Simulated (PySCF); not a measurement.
**Exercise with solution: dipole moment from atomic charges**

CH₃BClI, SMILES CB(Cl)I. Atoms are numbered in the order given.

```xyz
7

B      0.1680     0.6179    -0.9091
Cl     1.8623     0.5477    -1.3772
I     -0.4478    -0.4821     0.8390
C     -0.8823     1.4065    -1.7547
H     -1.7302     1.7864    -1.1532
H     -1.3156     0.6943    -2.4947
H     -0.4245     2.2322    -2.3345
```

The structure is a stationary point at PBE-D3(BJ)/def2-SVP. The def2 effective core potentials stand for the cores of I; spin–orbit coupling is left out.

Charges (e) from PBE/def2-TZVP in PySCF:

```tsv
atom	ESP fit	Mulliken
B1	0.175	0.036
Cl2	-0.078	-0.085
I3	-0.081	-0.017
C4	-0.441	-0.377
H5	0.131	0.148
H6	0.150	0.154
H7	0.145	0.142
```

The dipole moment of the full density is 1.34 D.

### Question
What dipole moment does each set of point charges give, and which comes closer to that of the density?

### Answer

μ = Σ q r, and 1 e Å = 4.8032 D.
ESP fit: Σ q r = (-0.176, 0.146, -0.210) e Å, |μ| = 1.49 D.
Mulliken: Σ q r = (-0.331, 0.142, -0.155) e Å, |μ| = 1.88 D.
ESP fit comes closer in size. Point charges leave out the atoms' own dipoles (lone pairs, polarised bonds); fits to the potential absorb them, partitions of the density don't.
